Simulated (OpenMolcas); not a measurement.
# C II: thermal populations, the spin-orbit constant, worked from levels

| Quantity | Value |
| --- | --- |
| Program | OpenMolcas 26.06 |
| Basis | ANO-R2 [4s4p2d1f] |
| Scalar Hamiltonian | X2C, finite nucleus |
| Active space | 3 electrons in 9 orbitals (RAS2 2s 2p; RAS3 3d, at most 2 electrons) |
| State averaging | 2S+1 = 4 odd, 1 root; 2S+1 = 2 odd, 11 roots; 2S+1 = 4 even, 3 roots; 2S+1 = 2 even, 9 roots |
| Spin-orbit coupling | state interaction with AMFI integrals over the reference wave functions, term energies averaged over their components |

Methods: RASSCF; MS-RASPT2, IPEA 0.25 Eh, imaginary shift 0.1 Eh (closed shells correlated: 1s). Measured levels: NIST Handbook of Basic Atomic Spectroscopic Data.

**Thermal populations.** Z = Σ (2J + 1) exp(-E/kT) with k = 0.695035 cm-1/K, over the levels below. No other level of either list lies under 90000 cm-1, which is above 7 kT at each temperature.

| Level | 2J + 1 | MS-RASPT2 | measured |
| --- | --- | --- | --- |
| 2s2 2p 2P* 1/2 | 2 | 0.0 | 0.0 |
| 2s2 2p 2P* 3/2 | 4 | 55.9 | 63.4 |
| 2s 2p2 4P 1/2 | 2 | 42420 | 43003 |
| 2s 2p2 4P 3/2 | 4 | 42440 | 43025 |
| 2s 2p2 4P 5/2 | 6 | 42474 | 43054 |
| 2s 2p2 2D 3/2 | 4 | 75229 | 74933 |
| 2s 2p2 2D 5/2 | 6 | 75229 | 74930 |

| T (K) | Z, MS-RASPT2 | Z, measured levels | Ground level (%), MS-RASPT2 | Ground level (%), measured levels |
| --- | --- | --- | --- | --- |
| 5000 | 5.936 | 5.928 | 33.7 | 33.7 |
| 8000 | 5.966 | 5.960 | 33.5 | 33.6 |
| 12000 | 6.048 | 6.040 | 33.1 | 33.1 |

At 12000 K, kT = 8340 cm-1, and the computed levels give Z = 2.000 + 3.973 + 0.012 + 0.025 + 0.037 + 0.000 + 0.001 = 6.048.

**The spin-orbit constant.** For the Hund term 2P* of p1, E(J) = (A/2) J(J+1) + constant and ζ = 2S·A = A. From J = 1/2 to J = 3/2 the energy changes by 1.5 A.

```tsv
Source	E(3/2) - E(1/2)	A	ζ
RASSCF	55.7	37.1	37
MS-RASPT2	55.9	37.3	37
measured	63.4	42.3	42
```

All in cm-1. MS-RASPT2 is off by -11.8 % and RASSCF by -12.1 %. Both methods take the spin-orbit matrix elements from the reference wave functions, so the second can move ζ only through the term energies and any multistate remixing.

Active for correlation alone: 3d; no level in the range computed is led by a configuration that fills it, so any true level of that kind is missing. Without dynamic correlation excited terms often stand tens of per cent too high (terms of higher spin than the ground term too low), and those without a measured partner can miss by more than the paired ones (holds for RASSCF). Computed and measured levels are paired by configuration, term and J; levels that our copy of the source lacks, or whose pairing is in doubt (as where it misses far off the trend of its configuration), stay unpaired and out of the deviations. Levels of configurations outside the active space are missing.

* marks odd parity.
